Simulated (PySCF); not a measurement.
Si(OH)2(SeH)2, H₄O₂Se₂Si, SMILES O[Si](O)([SeH])[SeH], CAM-B3LYP/def2-SVP optimised geometry.

```
9

O      1.55    -0.01     0.00
Si    -0.10    -0.01     0.00
O     -0.75    -0.80     1.30
Se    -0.54     2.21     0.00
Se    -0.96    -1.13    -1.79
H      1.99    -0.80    -0.36
H     -0.56    -0.42     2.17
H     -1.99     2.00     0.07
H     -1.45    -2.21    -0.93
```

Density from CAM-B3LYP/def2-TZVP (PySCF) at that geometry.

Minimum of the electron density along straight lines between bonded atoms, close to the bond critical point (lines longer than 1.1 times the sum of covalent radii, or with two minima, are not listed):

```json
[
 {"bond": "O1–Si2", "length / Å": "1.651", "ρ at the minimum / e bohr⁻³": "0.140", "∇²ρ there / e bohr⁻⁵": "0.78", "position (fraction from the first atom)": "0.59"},
 {"bond": "Si2–O3", "length / Å": "1.653", "ρ at the minimum / e bohr⁻³": "0.139", "∇²ρ there / e bohr⁻⁵": "0.76", "position (fraction from the first atom)": "0.41"},
 {"bond": "Si2–Se4", "length / Å": "2.267", "ρ at the minimum / e bohr⁻³": "0.098", "∇²ρ there / e bohr⁻⁵": "…", "position (fraction from the first atom)": "0.35"},
 {"bond": "Si2–Se5", "length / Å": "2.275", "ρ at the minimum / e bohr⁻³": "0.097", "∇²ρ there / e bohr⁻⁵": "…", "position (fraction from the first atom)": "0.35"},
 {"bond": "O1–H6", "length / Å": "0.964", "ρ at the minimum / e bohr⁻³": "0.349", "∇²ρ there / e bohr⁻⁵": "-2.38", "position (fraction from the first atom)": "0.81"},
 {"bond": "O3–H7", "length / Å": "0.965", "ρ at the minimum / e bohr⁻³": "0.349", "∇²ρ there / e bohr⁻⁵": "-2.37", "position (fraction from the first atom)": "0.81"},
 {"bond": "Se4–H8", "length / Å": "1.469", "ρ at the minimum / e bohr⁻³": "0.175", "∇²ρ there / e bohr⁻⁵": "-0.32", "position (fraction from the first atom)": "0.63"},
 {"bond": "Se5–H9", "length / Å": "1.469", "ρ at the minimum / e bohr⁻³": "0.175", "∇²ρ there / e bohr⁻⁵": "-0.32", "position (fraction from the first atom)": "0.63"}
]
```

Problem. What belongs in the gaps?

Solution. 
- Si2–Se4, ∇²ρ there / e bohr⁻⁵: -0.04
- Si2–Se5, ∇²ρ there / e bohr⁻⁵: -0.05
